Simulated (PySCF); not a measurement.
## How the method changes the constants of NiO

State: ³Σ⁻ (triplet), unpaired electrons π ↑↑. Set-up: PySCF, no relativity, basis sets Ni def2-TZVPP, O def2-TZVPP. De refers to Ni (3d8 4s2) + O in their high-spin ground configurations, without counterpoise correction. The functionals are run spin-unrestricted. A positive dipole means Ni(−)O(+). Levels whose curve was spin-contaminated or gave no clean fit are not listed.

| Level | Re (Å) | ωe (cm⁻¹) | De (eV) | μ (D) | CPU s a point (SCF and correlation, without the integrals) |
| --- | --- | --- | --- | --- | --- |
| UHF | 1.664 | 834 | n/a | -8.28 | 2.1 |
| UHF-MP2 | 1.568 | 922 | n/a | n/a | 3.4 |
| UHF-SCS-MP2 | 1.595 | 877 | n/a | n/a | n/a |
| PBE | 1.630 | 841 | n/a | -3.84 | 3.2 |
| r²SCAN | 1.614 | 879 | n/a | -4.28 | 6 |
| r²SCANh | 1.610 | 892 | n/a | -4.64 | 7 |
| B3LYP | 1.625 | 864 | n/a | -4.58 | 4.1 |
| PBE0 | 1.613 | 890 | n/a | -4.85 | 4.4 |
| HSE06 | 1.613 | 890 | n/a | -4.81 | 4.9 |
| MN15 | 1.613 | 895 | n/a | -4.57 | 4.4 |

The bond length runs from 1.568 Å (UHF-MP2) to 1.664 Å (UHF).

Correlated steps freeze 6 core orbitals. De is left out where the level can put another filling of the metal’s s and d shells below the measured ground configuration, by anything from nothing to about 1 eV. The state is the lowest single determinant that the PBE0 search found; with open d or f shells the true ground state can be another one.

The whole job (state search and all levels along the bond) took about 15 min on 1 thread of Intel Xeon Platinum 8488C (shared host), peak memory 2.7 GiB.
